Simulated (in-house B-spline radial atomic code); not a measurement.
A radial electron density 4πr²n(r) was computed for an atom or ion in its tabulated ground configuration with an all-electron radial atomic-structure program (B-spline basis); method: Dirac-Hartree-Fock, average of configuration. Columns: r (bohr), 4πr²n(r) (electrons per bohr), bar.

```
0.000473     3.36 #
0.000583    4.666 #
0.000718    6.438 ##
0.000885    8.844 ###
 0.00109    12.05 ####
 0.00134    16.25 #####
 0.00166    21.94 #######
 0.00204    28.95 #########
 0.00251    37.73 ###########
 0.00309    48.37 ###############
 0.00381     60.8 ##################
  0.0047    74.49 #######################
 0.00579     88.3 ###########################
 0.00713    100.8 ###############################
 0.00878      110 #################################
  0.0108    114.3 ###################################
  0.0133      113 ##################################
  0.0164    107.5 #################################
  0.0202      102 ###############################
  0.0249    102.3 ###############################
  0.0307    112.4 ##################################
  0.0378    129.9 #######################################
  0.0466    144.6 ############################################
  0.0574    144.9 ############################################
  0.0707    130.1 ########################################
  0.0872      116 ###################################
   0.107    119.8 ####################################
   0.132    134.8 #########################################
   0.163    131.9 ########################################
   0.201      102 ###############################
   0.247    76.78 #######################
   0.305       80 ########################
   0.375     89.6 ###########################
   0.463    76.24 #######################
    0.57    48.63 ###############
   0.702    29.39 #########
   0.865     21.8 #######
    1.07    16.55 #####
    1.31    10.27 ###
    1.62    4.592 #
    1.99    1.522 
    2.45   0.3406 
    3.02  0.04611 
    3.73 0.003172 
    4.59 0.0001002
```

**Question.** Which atom or ion is it?
A. Pt6+
B. Au7+
C. Au6+
D. Hg6+

**Answer.** C. The area under the curve, ∫4πr²n dr = ∫r·4πr²n d(ln r) on this logarithmic grid, is 73 electrons, which only this option has. The configuration is [Xe] 4f14 5d5.
